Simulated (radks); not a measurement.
Isoelectronic series with 25 electrons, all held in the configuration [Ar] 3d5 4s2, which need not be the ground one along the series. All-electron calculation, scalar-relativistic Kohn-Sham, PBEsol, spin-polarised, spherical densities, point nucleus; open shells are filled with parallel spins first (spin-orbit coupling, left out, can overturn this in heavy ions). Program: a radial shooting solver on a logarithmic mesh with Libxc functionals. Total energies (hartree) and mean radii <r> (bohr) (* marks an orbital that is empty in some or all of the ions):

ion    E (hartree)  3d down*  4s down   4s up   3d up
Mn     -1157.36848     1.367    3.284   2.994   1.191
Fe+    -1270.97964     1.079    2.649   2.512   1.012
Co2+   -1390.45884    0.9323    2.275   2.192  0.8926
Ni3+   -1515.79223    0.8322    2.015   1.958  0.8047
Cu4+   -1646.97956    0.7564    1.819   1.777  0.7358
Zn5+   -1784.02780    0.6958    1.663   1.631  0.6796
Ga6+   -1926.94842    0.6457    1.536   1.510  0.6326
Ge7+   -2075.75602    0.6033    1.429   1.407  0.5923
As8+   -2230.46754    0.5668    1.337   1.319  0.5574
Se9+   -2391.10189    0.5348    1.257   1.242  0.5267
Br10+  -2557.67962    0.5065    1.187   1.174  0.4995
Kr11+  -2730.22279    0.4814    1.125   1.113  0.4752
Rb12+  -2908.75484    0.4587    1.069   1.059  0.4532
Sr13+  -3093.30051    0.4382    1.019   1.010  0.4333
Zr15+  -3480.53803    0.4025   0.9317  0.9245  0.3985
Nb16+  -3683.28557    0.3869   0.8936  0.8871  0.3832
Mo17+  -3892.15814    0.3724   0.8587  0.8527  0.3691
Tc18+  -4107.18663    0.3591   0.8263  0.8209  0.3560
Ru19+  -4328.40316    0.3467   0.7964  0.7914  0.3438
Rh20+  -4555.84108    0.3351   0.7685  0.7640  0.3325
Pd21+  -4789.53500    0.3243   0.7426  0.7383  0.3219
Ag22+  -5029.52082    0.3142   0.7183  0.7143  0.3119

3d down drops below 4s down between Mn and Fe+.
